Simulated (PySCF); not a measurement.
## Polarisability and C₆ of I⁺ (iodine, charge +1)

[Kr] 4d10 5s2 5p4, high-spin 3P determinant. Calculation: PySCF 2.14, in aug-cc-pVQZ-PP with one added diffuse shell each of s, p, d, f, g type with ECP28MDF (8s8p6d4f3g, 117 functions); scalar relativity through the core potential. Coupled (time-dependent) response in atomic units; α is the mean over directions.

| method | mean α (bohr³) | α xx, yy, zz | C₆ (like pair) | S(−4) |
| --- | --- | --- | --- | --- |
| UHF | 20.11 | 19.75, 20.82, 19.75 | 171.9 | 73.19 |
| PBE | 20.67 | 20.07, 21.86, 20.07 | 177.1 | 81.01 |
| PBE0 | 20.29 | 19.78, 21.31, 19.78 | 173.3 | 76.27 |

S(−4) is the Cauchy moment in α(ω) = α(0) + S(−4) ω² + …

Spin-orbit coupling is absent.

α(iu) at UHF:

```json
{"u (hartree)": "0", "α(iu) (bohr³)": "20.11"}
{"u (hartree)": "0.0500", "α(iu) (bohr³)": "19.92"}
{"u (hartree)": "0.100", "α(iu) (bohr³)": "19.40"}
{"u (hartree)": "0.200", "α(iu) (bohr³)": "17.60"}
{"u (hartree)": "0.300", "α(iu) (bohr³)": "15.30"}
{"u (hartree)": "0.500", "α(iu) (bohr³)": "10.99"}
{"u (hartree)": "0.750", "α(iu) (bohr³)": "7.310"}
{"u (hartree)": "1.00", "α(iu) (bohr³)": "5.129"}
{"u (hartree)": "1.50", "α(iu) (bohr³)": "2.948"}
{"u (hartree)": "2.00", "α(iu) (bohr³)": "1.958"}
{"u (hartree)": "3.00", "α(iu) (bohr³)": "1.088"}
{"u (hartree)": "5.00", "α(iu) (bohr³)": "0.4968"}
```

A single London oscillator, α(iu) = α/(1 + u²/ω²), gives C₆ = (3/4) ω α². Matching the computed C₆ needs ω = 4 × 171.9 / (3 × 20.11²) = 0.567 hartree.

For an ion, C₆ is the dispersion term alone; charge-induced terms of lower order in 1/R come first.

The components differ because the open shell of this determinant is not spherical; for a pure term their mean is the scalar polarisability.

Energies and moments cover only the electrons outside the core potential.
